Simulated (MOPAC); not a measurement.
A run for MOPAC: PM3 on FH4NSi (SMILES N[SiH2]F), a point of a torsion scan.

```
PM3 1SCF PRECISE CHARGE=0 THREADS=1
FH4NSi

N      1.03137397 1    -0.11142029 1    -0.19625397 1
Si    -0.64863910 1     0.08422733 1     0.08628298 1
F     -1.41978052 1    -0.65243012 1    -1.11885596 1
H      1.51973279 1    -0.90885470 1     0.17568399 1
H      1.63488216 1     0.69273877 1    -0.19077384 1
H     -0.98053156 1     1.49152041 1    -0.04075227 1
H     -1.13708144 1    -0.58960784 1     1.27969171 1
```

Output:

```
*******************************************************************************
 **                                                                           **
 **                              MOPAC v23.2.5                                **
 **                                                                           **
 *******************************************************************************
 ** MOPAC's Digital Object Identifier: https://doi.org/10.5281/zenodo.6511958 **
 **                                                                           **
 ** Please cite the open-source release paper for use of this MOPAC version:  **
 ** J. E. Moussa and J. J. P. Stewart (2026)                                  **
 ** MOPAC: An open-source semiempirical molecular orbital program             **
 ** J. Open Source Softw., 11(119), 8025, https://doi.org/10.21105/joss.08025 **
 *******************************************************************************

                              PM3 CALCULATION RESULTS

 *******************************************************************************
 *  PM3        - The PM3 Hamiltonian to be used
 *
 *
 *
 *                 CHARGE ON SYSTEM = 0
 *
 *
 *
 *  PRECISE    - TIGHTER CRITERIA TO BE USED
 *  1SCF       - DO 1 SCF AND THEN STOP
 *  THREADS=1  - MULTI-THREADING NOT USED
 *  T=         - A TIME OF 172800.0 SECONDS REQUESTED
 *  DUMP=N     - RESTART FILE WRITTEN EVERY 7200.0 SECONDS REQUESTED
 *******************************************************************************
PM3 1SCF PRECISE CHARGE=0 THREADS=1
 FH4NSi

   ATOM   CHEMICAL          X               Y               Z
  NUMBER   SYMBOL      (ANGSTROMS)     (ANGSTROMS)     (ANGSTROMS)

     1       N          1.03137397  *  -0.11142029  *  -0.19625397  *
     2      Si         -0.64863910  *   0.08422733  *   0.08628298  *
     3       F         -1.41978052  *  -0.65243012  *  -1.11885596  *
     4       H          1.51973279  *  -0.90885470  *   0.17568399  *
     5       H          1.63488216  *   0.69273877  *  -0.19077384  *
     6       H         -0.98053156  *   1.49152041  *  -0.04075227  *
     7       H         -1.13708144  *  -0.58960784  *   1.27969171  *



          CARTESIAN COORDINATES

    NO.       ATOM           X           Y           Z

     1         N          1.0314     -0.1114     -0.1963
     2        Si         -0.6486      0.0842      0.0863
     3         F         -1.4198     -0.6524     -1.1189
     4         H          1.5197     -0.9089      0.1757
     5         H          1.6349      0.6927     -0.1908
     6         H         -0.9805      1.4915     -0.0408
     7         H         -1.1371     -0.5896      1.2797

  H: (PM3): J. J. P. STEWART, J. COMP. CHEM. 10, 209 (1989).
  N: (PM3): J. J. P. STEWART, J. COMP. CHEM. 10, 209 (1989).
  F: (PM3): J. J. P. STEWART, J. COMP. CHEM. 10, 209 (1989).
 Si: (PM3): J. J. P. STEWART, J. COMP. CHEM. 10, 209 (1989).

           Empirical Formula: H4 N Si F  =     7 atoms



      MOLECULAR POINT GROUP   :   C1


      RHF CALCULATION, NO. OF DOUBLY OCCUPIED LEVELS = 10


 -------------------------------------------------------------------------------
 PM3 1SCF PRECISE CHARGE=0 THREADS=1
 FH4NSi



     1SCF WAS SPECIFIED, SO BFGS WAS NOT USED
     SCF FIELD WAS ACHIEVED


                              PM3 CALCULATION
                                                       MOPAC v23.2.5 Linux




          FINAL HEAT OF FORMATION =        -95.09194 KCAL/MOL =    -397.86469 KJ/MOL


          COSMO AREA              =         95.33 SQUARE ANGSTROMS
          COSMO VOLUME            =         81.25 CUBIC ANGSTROMS

          IONIZATION POTENTIAL    =          9.112377 EV
          HOMO LUMO ENERGIES (EV) =         -9.112  0.691
          NO. OF FILLED LEVELS    =         10
          MOLECULAR WEIGHT        =         65.1222         POINT GROUP:  C1

          MOLECULAR DIMENSIONS (Angstroms)

            Atom       Atom       Distance
            H     6    H     4     3.47275
            H     5    H     7     3.23338
            H     5    F     3     2.21198


          SCF CALCULATIONS        =          1





   ATOM   CHEMICAL          X               Y               Z
  NUMBER   SYMBOL      (ANGSTROMS)     (ANGSTROMS)     (ANGSTROMS)

     1       N          1.03137397  *  -0.11142029  *  -0.19625397  *
     2      Si         -0.64863910  *   0.08422733  *   0.08628298  *
     3       F         -1.41978052  *  -0.65243012  *  -1.11885596  *
     4       H          1.51973279  *  -0.90885470  *   0.17568399  *
     5       H          1.63488216  *   0.69273877  *  -0.19077384  *
     6       H         -0.98053156  *   1.49152041  *  -0.04075227  *
     7       H         -1.13708144  *  -0.58960784  *   1.27969171  *

                             CARTESIAN COORDINATES

   1    N        1.031373970    -0.111420290    -0.196253970
   2   Si       -0.648639100     0.084227330     0.086282980
   3    F       -1.419780520    -0.652430120    -1.118855960
   4    H        1.519732790    -0.908854700     0.175683990
   5    H        1.634882160     0.692738770    -0.190773840
   6    H       -0.980531560     1.491520410    -0.040752270
   7    H       -1.137081440    -0.589607840     1.279691710


           Empirical Formula: H4 N Si F  =     7 atoms



      MOLECULAR POINT GROUP   :   C1


                  EIGENVALUES
 -28.15200 -20.91972 -16.57278 -16.38082 -15.82376 -14.94720 -13.96298 -12.39434
 -10.97763  -9.11238   0.69141   1.42049   2.09930   2.39523   4.72544   5.68854


              NET ATOMIC CHARGES AND DIPOLE CONTRIBUTIONS

  ATOM NO.   TYPE          CHARGE      No. of ELECS.   s-Pop       p-Pop
    1          N          -0.218288        5.2183     1.37986     3.83843
    2         Si           0.748902        3.2511     0.92519     2.32591
    3          F          -0.296178        7.2962     1.60307     5.69311
    4          H           0.039172        0.9608     0.96083
    5          H           0.044452        0.9555     0.95555
    6          H          -0.150581        1.1506     1.15058
    7          H          -0.167479        1.1675     1.16748
 DIPOLE           X         Y         Z       TOTAL
 POINT-CHG.     0.864     0.720     1.100     1.574
 HYBRID         0.452     0.115     0.709     0.848
 SUM            1.316     0.835     1.809     2.388


          ATOMIC ORBITAL ELECTRON POPULATIONS

     Atom    s        px        py        pz
    1  N   1.37986   1.04307   1.03769   1.75766
    2 Si   0.92519   0.73738   0.81756   0.77097
    3  F   1.60307   1.90886   1.92902   1.85523
    4  H   0.96083
    5  H   0.95555
    6  H   1.15058
    7  H   1.16748

 **********************
 *                    *
 * JOB ENDED NORMALLY *
 *                    *
 **********************




 == MOPAC DONE ==
```

The run finished.

Cost: roughly 0.020 core-seconds.
